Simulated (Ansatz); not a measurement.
Results of the Gaussian-basis code of Ansatz.

CH$_{7}$BFNOSi at its PBE0-D4/def2-TZVP geometry, where that method's forces vanish. Total charge 0; spin multiplicity 1. The bonds changed during the relaxation, so this is another structure than the one it started from.

| atom | x (Å) | y (Å) | z (Å) |
| --- | --- | --- | --- |
| B1 | -1.125 | 0.495 | -0.597 |
| C2 | -0.194 | 1.110 | 0.586 |
| F3 | 0.907 | 1.875 | 0.103 |
| Si4 | 0.425 | -0.626 | 0.768 |
| N5 | -0.141 | -0.820 | -0.952 |
| O6 | 2.031 | -0.875 | 0.935 |
| H7 | -2.118 | 0.011 | -0.093 |
| H8 | -1.327 | 1.157 | -1.581 |
| H9 | -0.677 | 1.669 | 1.383 |
| H10 | -0.298 | -1.644 | 1.558 |
| H11 | 0.551 | -0.585 | -1.654 |
| H12 | -0.615 | -1.665 | -1.241 |
| H13 | 2.582 | -0.102 | 0.784 |

Question: For each bond, give half the difference of the two atoms' forces along it (eV/Å; positive pushes the atoms apart) under PBE-D4, r2SCAN-D4, B3LYP-D4, ωB97M-V in def2-TZVPP. (An estimate is asked.)

Answer: The calculation gave: 
```
   bond  length (Å)  PBE-D4  r2SCAN-D4  B3LYP-D4  ωB97M-V
  B1–C2       1.626   -0.13      -0.05      0.05     0.09
 B1–Si4       2.349   -0.06       0.07      0.28     0.17
  B1–N5       1.680   -0.04       0.15      0.24     0.20
  B1–H7       1.214    0.04      -0.05     -0.13    -0.10
  B1–H8       1.203    0.08      -0.06     -0.19    -0.18
  C2–F3       1.425    0.54       0.44      0.43     0.27
 C2–Si4       1.852   -0.08      -0.05      0.06    -0.01
  C2–H9       1.087    0.06      -0.10     -0.16    -0.15
 Si4–N5       1.820    0.09       0.04      0.13     0.07
 Si4–O6       1.634    0.35       0.06      0.06     0.10
Si4–H10       1.477   -0.01      -0.03     -0.19    -0.20
 N5–H11       1.014    0.18      -0.01     -0.04    -0.05
 N5–H12       1.012    0.16      -0.02     -0.05    -0.07
 O6–H13       0.961    0.32       0.00     -0.02    -0.06
```

B3LYP here is the variant with VWN-RPA as its local correlation; programs differ in this.
